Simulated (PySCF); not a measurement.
# Vibration and rotation of EuCl

UHF constants of EuCl, nonet, about 7.0 electrons in the 4f shell (Mulliken) (Eu x2c-TZVPall, Cl x2c-TZVPall; spin-free X2C with a Gaussian nucleus (PySCF 2.14); masses 152.9212 and 34.9689 u):

* ωe: 273.1 cm⁻¹
* ωexe: 0.807 cm⁻¹
* Be: 0.084285 cm⁻¹
* αe: 0.000348 cm⁻¹

**Question.** What force constant and bond length do these constants imply?

**Answer.** Reduced mass μred = 28.461 u; k = 5.8918×10⁻⁷·μred·ωe² (u, cm⁻¹, mdyn/Å) = 1.25 mdyn/Å; Re = √(16.8576/(μred·Be)) (u, cm⁻¹, Å) = 2.651 Å.

**Question.** Estimate the centrifugal constant D from the Kratzer relation and find the Dunham coefficient a1.

**Answer.** D = 4Be³/ωe² = 3.21e-08 cm⁻¹; a1 = −1 − αeωe/(6Be²) = -3.23.

These are scalar-relativistic numbers at best; spin–orbit coupling would shift them, the dissociation energy most. Hartree–Fock leaves out correlation, which carries a large part of most bond energies and some tenths to 1 eV of ionisation energies. The state is the lowest single determinant that the PBE0 search found; with open d or f shells the true ground state can be another one.
